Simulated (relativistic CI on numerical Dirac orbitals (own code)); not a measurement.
## Line list: Electric-dipole lines, Rh10+

Method of calculation: Dirac-Coulomb-Breit CI, separate exchange-only KLI orbitals for each configuration, model QED (radiative potential, 1s self-energy scaled to tabulated hydrogen-like ionisation energies), unscaled Slater integrals (own radial code, finite nucleus).

Configurations in the expansion (outside the closed core [Ar] 3d10): 4s2.4p5, 4s.4p6, 4s2.4p4.4d, 4s.4p5.4d, 4s2.4p4.4f, 4s.4p5.4f, 4p6.4d, 4s2.4p4.5s, 4s.4p4.4d2, 4s2.4p4.5p, 4s2.4p3.4d.4f, 4p6.5s, 4s2.4p4.5d, 4s.4p5.5s, 4p6.4f, 4s.4p4.4d.5s, 4s.4p5.5p, 4s2.4p4.6s, 4s2.4p4.5f, 4s2.4p3.4f.5s, 4s2.4p4.6p, 4s2.4p4.5g, 4s2.4p4.6d, 4s.4p5.5d, 4s.4p4.5s2, 4p5.4d.4f, 4s2.4p4.7s, 4s2.4p4.6f, 4s2.4p3.4d2, 4s2.4p2.4d3, 4s.4p3.4d3, 4s2.4p2.4d2.4f, 4s.4p3.4d2.4f, 4s2.4p2.4d2.5s, 4p5.4d2, 4p4.4d3, 4p4.4d2.4f, 4p4.4d2.5s, 4s2.4p3.4d.5s, 4s.4p3.4d2.5s, 4s2.4p2.4d.4f.5s, 4s.4p3.4d.4f.5s, 4s2.4p2.4d.5s2, 4p5.4d.5s, 4p4.4d.4f.5s, 4p4.4d.5s2. Double excitations out of closed p, d and f shells are left out; levels of such configurations are missing from the list, as are those of other unlisted configurations, and high levels can miss mixing partners. These lack a partner that the ground configuration has and come out too high: 4s2.4p4.5p, 4s2.4p4.5d, 4s.4p5.5p, 4s2.4p4.6s, 4s2.4p4.5f.

| λ vac (nm) | Lower | Upper | A (s⁻¹) | E lower (cm⁻¹) | E upper (cm⁻¹) |
| --- | --- | --- | --- | --- | --- |
| 17.655 | 4s2.4p4.4d 4F_9/2 [8] | 4s2.4p3.4d2 4F°_9/2 [193] | 2.30e+11 | 409960 | 976362 |
| 17.673 | 4s2.4p4.4d 2G_9/2 [21] | 4s2.4p3.4d2 2H°_11/2 [234] | 3.59e+11 | 460080 | 1025914 |
| 17.742 | 4s2.4p4.4d 4F_7/2 [9] | 4s2.4p3.4d2 2G°_7/2 [197] | 1.45e+11 | 416304 | 979927 |
| 17.747 | 4s2.4p4.4d 2F_7/2 [24] | 4s2.4p3.4d2 2G°_9/2 [242] | 3.24e+11 | 486314 | 1049785 |
| 17.755 | 4s2.4p4.4d 4F_9/2 [8] | 4s2.4p3.4d2 4G°_11/2 [190] | 3.10e+11 | 409960 | 973181 |
| 17.842 | 4s.4p6 2S_1/2 [3] | 4s.4p5.4d 2P°_3/2 [88] | 3.11e+11 | 295017 | 855486 |
| 17.866 | 4s2.4p4.4d 2D_5/2 [29] | 4s2.4p3.4d2 2F°_7/2 [290] | 6.67e+11 | 552509 | 1112247 |
| 17.987 | 4s2.4p4.4d 2G_7/2 [20] | 4s2.4p3.4d2 2H°_9/2 [229] | 2.69e+11 | 456527 | 1012499 |
| 18.063 | 4s2.4p4.4d 2D_3/2 [31] | 4s2.4p3.4d2 2F°_5/2 [319] | 6.27e+11 | 586914 | 1140540 |
| 18.099 | 4s2.4p5 2P°_3/2 [1] | 4s2.4p4.4d 2D_5/2 [29] | 3.37e+11 | 0 | 552509 |
| 18.121 | 4s2.4p4.4d 4F_7/2 [9] | 4s2.4p3.4d2 4F°_9/2 [183] | 2.20e+11 | 416304 | 968143 |
| 18.130 | 4s2.4p4.4d 4D_7/2 [6] | 4s2.4p3.4d2 4F°_9/2 [160] | 2.04e+11 | 392127 | 943694 |
| 18.175 | 4s2.4p4.4d 4F_9/2 [8] | 4s2.4p3.4d2 4D°_7/2 [176] | 1.76e+11 | 409960 | 960173 |
| 18.229 | 4s2.4p5 2P°_1/2 [2] | 4s2.4p4.4d 2D_3/2 [31] | 3.17e+11 | 38346 | 586914 |
| 18.245 | 4s2.4p4.4d 4F_7/2 [17] | 4s2.4p3.4d2 2G°_9/2 [208] | 2.29e+11 | 442347 | 990447 |
| 18.301 | 4s2.4p4.4d 4D_5/2 [4] | 4s2.4p3.4d2 4F°_7/2 [152] | 1.21e+11 | 389496 | 935906 |
| 18.333 | 4s2.4p5 2P°_3/2 [1] | 4s2.4p4.4d 2P_3/2 [28] | 2.66e+11 | 0 | 545456 |
| 18.376 | 4s2.4p4.4d 4D_5/2 [4] | 4s2.4p4.4f 4F°_5/2 [149] | 1.48e+11 | 389496 | 933671 |
| 18.661 | 4s2.4p4.4d 2D_5/2 [26] | 4s2.4p3.4d2 2F°_7/2 [252] | 2.75e+11 | 525828 | 1061711 |
| 18.824 | 4s2.4p5 2P°_3/2 [1] | 4s2.4p4.4d 2S_1/2 [27] | 2.55e+11 | 0 | 531242 |

Terms are leading LS components. Brackets give the number of a level in order of energy, since labels repeat. The list gives strong lines, with weight on those to low levels, without lines whose two gauges differ by over a factor of 2.5, among the lowest 400 of 11529 levels, so that lines to higher ones, which can be the strongest, are missing. Levels whose partners in the same complex of configurations lie outside the list can be far off, and so can their lines. Rates are taken at the computed energies, electric ones in the length gauge.

At this charge energies of transitions that change n are usually good to better than 1 %, and those within a shell (Δn = 0) to a few per cent.

LS names give the leading component of a level, which can be under half, so a name can repeat, a term be missing and a line seem to break the LS rules.
